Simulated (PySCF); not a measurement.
C4H7Cl, SMILES C/C=C(\C)Cl. The structure is a stationary point at PBE-D3(BJ)/def2-SVP.

Question: Give the equilibrium geometry at PBE-D3(BJ)/def2-SVP (PySCF confirms it by a frequency run) as bond lengths and angles, and its point group. (An estimate is asked for; the answer gives what the named calculation found.)

Answer: point group Cs.
Atoms: C1 C2 C3 C4 Cl5 H6 H7 H8 H9 H10 H11 H12. Bonded distances (Å): C1–C2 1.499, C1–H6 1.112, C1–H7 1.107, C1–H8 1.112, C2–C3 1.350, C2–H9 1.103, C3–C4 1.497, C3–Cl5 1.766, C4–H10 1.110, C4–H11 1.110, C4–H12 1.106. Angles (°): C2–C1–H6 110.9, C2–C1–H7 113.2, C2–C1–H8 110.9, H6–C1–H7 107.7, H6–C1–H8 106.2, H7–C1–H8 107.7, C1–C2–C3 126.4, C1–C2–H9 116.7, C3–C2–H9 116.9, C2–C3–C4 128.7, C2–C3–Cl5 118.6, C4–C3–Cl5 112.7, C3–C4–H10 110.6, C3–C4–H11 110.6, C3–C4–H12 111.6, H10–C4–H11 106.8, H10–C4–H12 108.5, H11–C4–H12 108.5.
